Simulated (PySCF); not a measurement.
SiClBr, SMILES Cl[Si]Br (connectivity only; charge and spin as stated), neutral, multiplicity 1. Coordinates come from a PBE0-D3(BJ)/def2-TZVP optimisation.

TDA-LC-ωPBE/def2-SVPD (PySCF) puts the lowest singlet excitations at 3.78, 4.96, 5.75, 6.57, 6.62, 6.94 eV.

Q: What are the lowest excitation roots from ADC(2)/aug-cc-pVDZ (PySCF)? (Estimate from the structure and the level; the computed values follow.)

A: 3.66, 4.61, 5.21, 6.38, 6.41, 6.56 eV. S1 differs by -0.12 eV (second minus first; roots are paired by order, and the bases may differ).
